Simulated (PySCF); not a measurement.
Species: C₅H₅ClOSe.
SMILES: `c1cc(Cl)c([se]1)OC`

Computed with PySCF at B3LYP/def2-SVPD, non-relativistic, on one gas-phase PBE0-D3(BJ)/def2-SVP geometry that isn't relaxed in the solvent. The solvent is an IEF-PCM continuum (cavity from Bondi-type radii × 1.2), and excitations are vertical TDDFT with non-equilibrium linear response and a frozen core. Only the electrostatic response of the medium enters. Spin–orbit coupling is left out although an atom past zinc is present.

Gas-phase singlets (H = HOMO, L = LUMO):

```json
{"state": "S1", "E (eV)": "4.222", "λ (nm)": "294", "f": "0.001", "leading configurations": "H→L+1 99%"}
{"state": "S2", "E (eV)": "4.840", "λ (nm)": "256", "f": "0.085", "leading configurations": "H→L 94%"}
{"state": "S3", "E (eV)": "4.978", "λ (nm)": "249", "f": "0.000", "leading configurations": "H-1→L+1 98%"}
{"state": "S4", "E (eV)": "5.246", "λ (nm)": "236", "f": "0.001", "leading configurations": "H→L+2 97%"}
{"state": "S5", "E (eV)": "5.478", "λ (nm)": "226", "f": "0.049", "leading configurations": "H-1→L 81%, H→L+5 13%"}
```

Problem. What are the lowest 5 singlets in acetone (ε = 20.49)?

Solution. 
| state | E (eV) | λ (nm) | f | leading configurations | change by rank (eV) |
| --- | --- | --- | --- | --- | --- |
| S1 | 4.367 | 284 | 0.001 | H→L+1 99% | +0.145 |
| S2 | 4.858 | 255 | 0.115 | H→L 94% | +0.018 |
| S3 | 5.099 | 243 | 0.000 | H-1→L+1 97% | +0.121 |
| S4 | 5.451 | 227 | 0.079 | H-1→L 83%, H→L+5 12% | +0.205 |
| S5 | 5.468 | 227 | 0.000 | H→L+2 89%, H→L+3 9% | -0.010 |

Problem. Give the list for methanol (ε = 32.61), n² = 1.77.

Solution. 
```tsv
state	E (eV)	λ (nm)	f	leading configurations	change by rank (eV)
S1	4.373	284	0.000	H→L+1 99%	+0.151
S2	4.863	255	0.113	H→L 94%	+0.023
S3	5.105	243	0.000	H-1→L+1 97%	+0.127
S4	5.454	227	0.077	H-1→L 83%, H→L+5 12%	+0.208
S5	5.471	227	0.000	H→L+2 87%, H→L+3 10%	-0.007
```

Problem. The ground-state energy changes by -0.205 eV from gas to methanol. By how much does the total energy of gas-phase S1 change?

Solution. E(S1) = E(S0) + excitation energy, so it changes by -0.205 + 0.151 = -0.054 eV: it is lowered less than the ground state, which is what a blue shift means. This is the vertical state, with the slow part of the continuum still set for S0.

Problem. How do the frontier levels move from gas to methanol?

Solution. 
| orbital | gas (eV) | solvent (eV) | change (eV) |
| --- | --- | --- | --- |
| LUMO+2 | 0.04 | 0.31 | +0.27 |
| LUMO+1 | -0.71 | -0.58 | +0.13 |
| LUMO | -0.74 | -0.72 | +0.02 |
| HOMO | -5.98 | -6.02 | -0.04 |
| HOMO-1 | -6.83 | -6.84 | -0.01 |
| HOMO-2 | -8.53 | -8.80 | -0.27 |
| HOMO-3 | -9.02 | -9.11 | -0.09 |

The HOMO–LUMO gap goes from 5.25 to 5.30 eV. Rows go by rank; for LUMO+2 the atom shares or the degeneracy differ between the runs, so the row needn't follow one orbital.

Shape of the structure used: `[CH3:1][O:2][c:3]1[se:4][cH:5][cH:6][c:7]1[Cl:8]`: C1–O2–C3–Se4 0°.
